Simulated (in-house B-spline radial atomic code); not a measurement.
# How G0W0 and RPA depend on the start: neutral strontium

Configuration [Kr] 5s2. Computed with a B-spline radial code for spherical atoms: all electrons, scalar-relativistic (spin-free one-electron X2C), finite nucleus, each spin shell either full or empty, empty states to l = 9 with an (l + 1/2)⁻⁴ tail; G0W0 by contour deformation at full frequency.

| start | mean-field 5s (eV) | G0W0 (eV) | QP weight | RPA correlation (Eh) |
| --- | --- | --- | --- | --- |
| Hartree-Fock | -4.931 | -5.799 | 0.934 | -2.5212 |
| LDA VWN5 | -3.639 | -5.755 | 0.768 | -2.7933 |
| PBE | -3.525 | -5.733 | 0.742 | -2.7877 |
| PBE0 | -4.048 | -5.833 | 0.855 | -2.71 |
| r2SCAN | -3.579 | -5.851 | 0.823 | -2.7413 |
| HSE06 | -3.720 | -5.783 | 0.797 | -2.7227 |
| B3LYP (VWN-RPA) | -3.934 | -5.792 | 0.835 | -2.7272 |
| SCAN | -3.591 | -5.853 | 0.827 | -2.7398 |
| TPSS | -3.526 | -5.764 | 0.753 | -2.7715 |
| BHandHLYP | -4.416 | -5.808 | 0.895 | -2.6433 |
| CAM-B3LYP | -4.827 | ? | ? | ? |
| LC-wPBE | -5.584 | ? | ? | ? |
| wB97X | -5.572 | -5.799 | 0.938 | -2.6628 |
| PBEsol | -3.535 | -5.747 | 0.751 | -2.7895 |
| BLYP | -3.375 | -5.643 | 0.700 | -2.79 |
| r2SCAN0 | -4.073 | -5.862 | 0.872 | -2.6809 |

What G0W0 level, weight and RPA correlation energy follow from the CAM-B3LYP start?

G0W0 level -5.810 eV, weight 0.913, RPA correlation -2.6846 hartree.

What G0W0 level, weight and RPA correlation energy follow from the LC-wPBE start?

G0W0 level -5.819 eV, weight 0.939, RPA correlation -2.673 hartree.

How much of the dependence on the start does G0W0 remove?

The mean-field levels span 2.21 eV and the G0W0 levels 0.219 eV. Against 5.695 eV (NIST, measured) the G0W0 removal energies are off by -0.05 to +0.17 eV, with spin-orbit coupling, Breit and QED terms left out.
